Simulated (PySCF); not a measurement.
## Working out the excitation energy of Bi

Bi [Xe] 4f14 5d10 6s2 6p3 (4S) → Bi [Xe] 4f14 5d10 6s1 6p3 6d1 (6D). All numbers are calculated (PySCF 2.14, a scalar-relativistic core potential, in aug-cc-pwCVDZ-PP with ECP60MDF (6s5p4d1f, 48 functions)). Frozen: 5s2 5p6 5d10. Energies in hartree (1 hartree = 27.21139 eV):

```tsv
part	Bi (lower)	Bi (upper)
UHF	-213.591532	-213.094795
CCSD correlation	-0.053720	-0.017145
(T)	-0.000834	-0.000114
```

Q: What does Hartree-Fock give?

A: (-213.094795) − (-213.591532) = 0.496737 hartree = 13.517 eV.

Q: What do CCSD and CCSD(T) give?

A: The CCSD correlation energies differ by 0.036575 hartree = 0.995 eV and the triples by 0.000720 hartree = 0.020 eV, so CCSD gives 14.512 eV and CCSD(T) 14.532 eV.

The upper state lies above the first ionisation limit.

A double-zeta basis recovers only part of the correlation energy.
